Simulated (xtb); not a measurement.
C6H5 (SMILES [c]1ccccc1), doublet, from a rough starting geometry; xtb with GFN2-xTB.

Input for xtb:
```
$ xtb mol.xyz --gfn 2 --uhf 1 --opt vtight --json

# file mol.xyz
11

C     -0.04434852     1.66702171    -0.00805736
C      1.23675178     0.93477368     0.04095612
C      1.25709711    -0.51967884    -0.01343586
C      0.02620524    -1.16991142     0.03629741
C     -1.15760575    -0.44963264    -0.00109605
C     -1.21773118     0.98038297    -0.00711677
H      2.15060337     1.44231845     0.01426747
H      2.15374527    -1.04732465     0.05721961
H     -0.04401033    -2.32031480    -0.02559532
H     -2.11268061    -1.01316130    -0.00240297
H     -2.14846274     1.46711507     0.01194721
```

It wrote (shortened):

```
   ID    Z sym.   atoms
    1    6 C      1-6
    2    1 H      7-11

           -------------------------------------------------
          |                Calculation Setup                |
           -------------------------------------------------

           -------------------------------------------------
          |                 G F N 2 - x T B                 |
           -------------------------------------------------

          ...................................................
          :                      SETUP                      :
          :.................................................:
          :  # basis functions                  29          :
          :  # atomic orbitals                  29          :
          :  # shells                           17          :
          :  # electrons                        29          :
          :  max. iterations                   250          :
          :  Hamiltonian                  GFN2-xTB          :
          :  restarted?                      false          :
          :  GBSA solvation                  false          :
          :  PC potential                    false          :
          :  electronic temp.          300.0000000     K    :
          :  accuracy                    1.0000000          :
          :  -> integral cutoff          0.2500000E+02      :
          :  -> integral neglect         0.1000000E-07      :
          :  -> SCF convergence          0.1000000E-05 Eh   :
          :  -> wf. convergence          0.1000000E-03 e    :
          :  Broyden damping             0.4000000          :
          :  net charge                          0          :
          :  unpaired electrons                  1          :
          ...................................................

 iter      E             dE          RMSdq      gap      omega  full diag
   1    -15.5070283 -0.155070E+02  0.549E+00    2.51       0.0  T
   2    -15.5165375 -0.950920E-02  0.329E+00    2.45       1.0  T
   3    -15.5034812  0.130563E-01  0.115E+00    2.68       1.0  T
   4    -15.5176724 -0.141912E-01  0.337E-01    2.45       1.0  T
   5    -15.5187160 -0.104368E-02  0.729E-02    2.51       1.0  T
   6    -15.5187420 -0.259512E-04  0.419E-02    2.50       1.0  T
   7    -15.5187434 -0.136241E-05  0.110E-02    2.50       2.7  T
   8    -15.5187447 -0.136736E-05  0.322E-03    2.50       9.4  T
   9    -15.5187448 -0.456906E-07  0.151E-03    2.50      19.9  T
  10    -15.5187448  0.566443E-08  0.106E-03    2.50      28.5  T
  11    -15.5187448 -0.945960E-08  0.196E-04    2.50     153.7  T
  12    -15.5187448 -0.284308E-09  0.944E-05    2.50     319.5  T

   *** convergence criteria satisfied after 12 iterations ***

         :::::::::::::::::::::::::::::::::::::::::::::::::::::
         ::                     SUMMARY                     ::
         :::::::::::::::::::::::::::::::::::::::::::::::::::::
         :: total energy             -15.248934313561 Eh    ::
         :: gradient norm              0.150380477789 Eh/a0 ::
         :: HOMO-LUMO gap              2.500744638568 eV    ::
         ::.................................................::
         :: SCC energy               -15.518739681652 Eh    ::
         :: -> isotropic ES            0.000478910329 Eh    ::
         :: -> anisotropic ES          0.002124643254 Eh    ::
         :: -> anisotropic XC          0.012501305083 Eh    ::
         :: -> dispersion             -0.007305615077 Eh    ::
         :: repulsion energy           0.269805368091 Eh    ::
         :: add. restraining           0.000000000000 Eh    ::
         :: total charge               0.000000000000 e     ::
         :::::::::::::::::::::::::::::::::::::::::::::::::::::

      -----------------------------------------------------------
     |                   =====================                   |
     |                        A N C O P T                        |
[...]
 * total energy  :   -15.2489343 Eh     change       -0.4995115E-10 Eh
 * total energy  :   -15.2692337 Eh     change       -0.2029943E-01 Eh
 * total energy  :   -15.2708095 Eh     change       -0.1575759E-02 Eh
 * total energy  :   -15.2711544 Eh     change       -0.3449134E-03 Eh
 * total energy  :   -15.2711803 Eh     change       -0.2592783E-04 Eh
 * total energy  :   -15.2711884 Eh     change       -0.8076046E-05 Eh
 * total energy  :   -15.2711900 Eh     change       -0.1571541E-05 Eh
 * total energy  :   -15.2711906 Eh     change       -0.6082569E-06 Eh
 * total energy  :   -15.2711907 Eh     change       -0.1350330E-06 Eh
 * total energy  :   -15.2711908 Eh     change       -0.2945171E-07 Eh
   *** GEOMETRY OPTIMIZATION CONVERGED AFTER 10 ITERATIONS ***
         :: total energy             -15.271190766204 Eh    ::
[...]
        18                         -0.0882979              -2.4027
        19                          0.1213710               3.3027
        20                          0.1418642               3.8603
        21                          0.1756824               4.7806
        22                          0.1871974               5.0939
        23                          0.2015794               5.4853
        24                          0.3788305              10.3085
        25                          0.4054787              11.0336
        26                          0.4239941              11.5375
       ...                                ...                  ...
        29                          0.6571502              17.8820
      -------------------------------------------------------------
                  HL-Gap            0.0923701 Eh            2.5135 eV
             Fermi-level           -0.3180964 Eh           -8.6558 eV

     #   Z          covCN         q      C6AA      α(0)
     1   6 C        2.020    -0.065    32.772     9.246
     2   6 C        2.915    -0.019    28.476     8.751
     3   6 C        2.931    -0.026    28.660     8.780
     4   6 C        2.918    -0.035    28.867     8.811
     5   6 C        2.931    -0.026    28.660     8.780
     6   6 C        2.915    -0.019    28.476     8.751
     7   1 H        0.926     0.042     2.425     2.435
     8   1 H        0.926     0.036     2.506     2.476
     9   1 H        0.926     0.035     2.520     2.483
    10   1 H        0.926     0.036     2.506     2.476
    11   1 H        0.926     0.042     2.425     2.435

 Mol. C6AA /au·bohr⁶  :       1627.065585
 Mol. C8AA /au·bohr⁸  :      40796.755860
 Mol. α(0) /au        :         65.420514

Wiberg/Mayer (AO) data.
largest (>0.10) Wiberg bond orders for each atom

 ---------------------------------------------------------------------------
     #   Z sym  total        # sym  WBO       # sym  WBO       # sym  WBO
 ---------------------------------------------------------------------------
     1   6 C    3.281 --     6 C    1.497     2 C    1.497     4 C    0.110
     2   6 C    3.989 --     1 C    1.497     3 C    1.385     7 H    0.959
                             5 C    0.119
     3   6 C    3.986 --     4 C    1.447     2 C    1.385     8 H    0.964
                             6 C    0.119
     4   6 C    3.993 --     5 C    1.447     3 C    1.447     9 H    0.964
                             1 C    0.110
     5   6 C    3.986 --     4 C    1.447     6 C    1.385    10 H    0.964
                             2 C    0.119
     6   6 C    3.989 --     1 C    1.497     5 C    1.385    11 H    0.959
                             3 C    0.119
     7   1 H    0.998 --     2 C    0.959
     8   1 H    0.999 --     3 C    0.964
     9   1 H    0.999 --     4 C    0.964
    10   1 H    0.999 --     5 C    0.964
    11   1 H    0.998 --     6 C    0.959
 ---------------------------------------------------------------------------

Topologies differ in total number of bonds
Writing topology from bond orders to xtbtopo.mol

molecular dipole:
                 x           y           z       tot (Debye)
 q only:       -0.001      -0.184      -0.000
   full:       -0.002      -0.363      -0.001       0.922
molecular quadrupole (traceless):
                xx          xy          yy          xz          yz          zz
 q only:        1.749      -0.015      -0.392       0.023      -0.004      -1.357
  q+dip:        5.096      -0.034      -0.188       0.073      -0.003      -4.908
   full:        3.278      -0.029      -0.976       0.041      -0.008      -2.302

optimized geometry written to: xtbopt.xyz

           -------------------------------------------------
          | TOTAL ENERGY              -15.271190766204 Eh   |
          | GRADIENT NORM               0.000073822487 Eh/α |
          | HOMO-LUMO GAP               2.513518511834 eV   |
           -------------------------------------------------
```
